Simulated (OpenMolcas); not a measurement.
## Ge+: terms and fine structure

- Program: OpenMolcas 26.06
- Method: SS-RASPT2, IPEA 0.25 Eh, imaginary shift 0.1 Eh (closed shells correlated: 3d)
- Basis: ANO-RCC-VTZP [6s5p3d1f]
- Scalar Hamiltonian: DKH2, point nucleus
- Active space: 3 electrons in 9 orbitals (RAS2 4s 4p; RAS3 4d, at most 2 electrons)
- State averaging: 2S+1 = 4 odd, 1 root (0 in the spin-orbit step); 2S+1 = 2 odd, 3 roots; 2S+1 = 4 even, 3 roots; 2S+1 = 2 even, 9 roots
- Spin-orbit coupling: state interaction with AMFI integrals over the reference wave functions, term energies averaged over their components

With spin-orbit coupling, above the lowest level:

```tsv
Configuration	Term	J	E (cm⁻¹)	Measured (cm⁻¹)	g	Term weight %	Second
4s² 4p	²P°	1/2	0.0	0.0	0.666	100	
4s² 4p	²P°	3/2	1610	1767	1.334	100	
4s 4p²	⁴P	1/2	50013	51576	2.670	100	
4s 4p²	⁴P	3/2	50602	52291	1.735	100	
4s 4p²	⁴P	5/2	51507	53367	1.601	100	
4s 4p²	²D	3/2	69006	65016	0.800	100	
4s 4p²	²D	5/2	69095	65185	1.201	100	
4s 4p²	²S	1/2	87352	85891	1.967	97	3 ²P
4s 4p²	²P	1/2	92360	91016	0.702	97	3 ²S
4s 4p²	²P	3/2	93259	92123	1.334	100
```

Against the 9 measured excited levels shown (NIST Handbook of Basic Atomic Spectroscopic Data) the mean absolute deviation is 1900 cm-1; the largest miss in energy is 4s 4p² ²D_3/2: computed 69006, measured 65016 cm⁻¹ (+6.1 %), and the largest in proportion 4s² 4p ²P°_3/2 (-8.9 %).

Spin-orbit coupling puts the lowest level 1073 cm⁻¹ below the lowest spin-free term.

Some high roots are left out of the spin-orbit mixing, which shifts the levels that they would mix with. Active for correlation alone: 4d; no level in the range computed is led by a configuration that fills it, so any true level of that kind is missing. Measured partners are found by configuration, term and J. A level has none where our copy of the source lacks it or the pairing is in doubt (some pairs that miss far off the trend of their configuration count as doubtful), and it then counts in no deviation. Levels of configurations outside the active space are missing. The first state left out of the spin-orbit step lies near 130000 cm-1 above the lowest spin-free state of the reference (among the parities and spins computed), and the list stops at four fifths of that energy or lower.

The term weight is that of the spin-free term in the level, not the purity of its configuration. ° marks odd parity.
